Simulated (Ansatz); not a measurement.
System: GaI2, charge 0, doublet. GaI2 (SMILES [I][Ga][I], doublet).
B3LYP-D3(BJ)/def2-TZVP minimum from Ansatz (an electronic-structure program):
```xyz
3

Ga     0.8416     0.3935     0.2756
I     -0.5703     1.5785    -1.5088
I      0.0780    -1.8087     1.3476
```
Charge 0, spin multiplicity 2.

Total energies in hartree (Ansatz). Open shells are spin-unrestricted; no spin-orbit coupling. Cores are frozen in correlated methods (noble-gas shells, and filled d and f shells in the p block). Past Kr the def2 sets carry scalar-relativistic core potentials. Where a partner has so few electrons that a lower coupled-cluster level is exact, that level stands in. Spin-orbit terms, left out, reach several kcal/mol for Br and I, and more for heavier atoms. The spin of GaI2 ([I][Ga][I], doublet) was assumed, and the state is the lowest solution found for it.

```tsv
species	HF/def2-TZVPP	CCSD(T)/def2-TZVPP	HF/def2-QZVPP	CCSD(T)/def2-QZVPP	CCSD(T)/def2-SVP	CCSDT(Q)/def2-SVP
1: GaI2 (SMILES [I][Ga][I], doublet)	-2516.67464	-2517.04228	-2516.71637	-2517.12841	-2516.67063	-2516.67228
2: Ga (doublet)	-1923.22349	-1923.27127	-1923.26359	-1923.31275	-1923.01807	-1923.01830
3: I (doublet)	-296.65857	-296.79430	-296.65973	-296.81374	-296.74085	-296.74112
```

### Question
Work out the atomisation energy (electronic, to ground-state atoms) in kcal/mol: take Hartree-Fock from def2-QZVPP, extrapolate the CCSD(T) correlation energy as X^-3 (X = 3, 4), and add CCSDT(Q) - CCSD(T) in def2-SVP. 1 hartree = 627.51 kcal/mol.

### Answer

Species 1: correlation (64·(-0.41204) - 27·(-0.36764))/37 = -0.44444; step -0.00165; E1 = -2516.71637 + (-0.44444) + (-0.00165) = -2517.16246
Species 2: correlation (64·(-0.04916) - 27·(-0.04778))/37 = -0.05017; step -0.00023; E2 = -1923.26359 + (-0.05017) + (-0.00023) = -1923.31399
Species 3: correlation (64·(-0.15401) - 27·(-0.13573))/37 = -0.16735; step -0.00027; E3 = -296.65973 + (-0.16735) + (-0.00027) = -296.82735
-1·E1 +1·E2 +2·E3 = 0.19377 hartree = 121.6 kcal/mol.
